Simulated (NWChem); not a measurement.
Si2H4OF2; SMILES F[Si@@H]([SiH2]F)O

```xyz
9

O     -1.1423    -1.8355    -0.0987
Si     0.1066    -0.8655     0.3867
F      1.4741    -1.2811    -0.3932
Si    -0.5426     1.2829    -0.2779
F      0.5763     2.3481     0.2493
H     -1.1359    -2.7631     0.1575
H      0.4075    -1.0348     1.8380
H     -0.6290     1.3818    -1.7633
H     -1.8541     1.6530     0.3294
```
Atoms are numbered in this order, from 1.

Program: NWChem. Medium grid unless said otherwise, to which SCAN and Minnesota functionals are sensitive. Geometry: optimised at PBE0/def2-SVP. B3LYP is NWChem's, with the RPA form of VWN correlation. Total energies of different functionals are on different scales.

```csv
level,energy (Ha),highest occupied level (eV),orbital gap (eV),dipole (D)
PBE/def2-TZVP,-856.0396,-7.13,5.28,2.35
B3LYP/def2-TZVP,-856.6608,-8.25,7.06,2.44
PBE0/def2-TZVP,-856.0967,-8.43,7.45,2.45
"LDA (Slater exchange, VWN5)/def2-TZVP",-852.4857,-7.21,5.10,2.45
r2SCAN/def2-TZVP,-856.4437,-7.44,5.92,2.39
Hartree-Fock/def2-TZVP,-854.2610,-11.53,13.72,2.63
```
